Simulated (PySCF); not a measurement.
**Cost of excited-state runs on `InChI=1S/C3H8BSSi/c6-5-4-3-1-2-3/h3H,1-2H2,6H3`, doublet**

Geometry (Å), atoms numbered from 1 in this order:
```xyz
14

Si    3.2892    0.3588    0.6259
S     1.1757    0.8617    0.5528
B     0.3605   -0.6562    0.2557
C    -1.1541   -0.8715    0.1119
C    -2.0172    0.1913   -0.5540
C    -2.1281   -0.0154    0.9101
H     3.6761   -0.1224   -0.6938
H     3.4682   -0.6680    1.6434
H     3.9067    1.6272    0.9760
H    -1.5175   -1.8825   -0.0595
H    -2.8201   -0.1465   -1.1928
H    -1.5220    1.0845   -0.9040
H    -1.7089    0.7374    1.5604
H    -3.0091   -0.4988    1.3059
```

PySCF with density fitting, on 1 thread of an Intel Xeon Platinum 8488C, shared host. Command: `OMP_NUM_THREADS=1 python excited_run.py task.json out`

How long does this run take, and how much memory?
- open-shell absorption, wB97X-D/def2-SVPD; 10 states; Tamm-Dancoff; writes grids


| run | level | basis functions | wall time | peak memory (GiB) |
| --- | --- | --- | --- | --- |
| open-shell absorption | wB97X-D/def2-SVPD | 195 | 82 s | 0.71 |

Times from a shared host are rough.
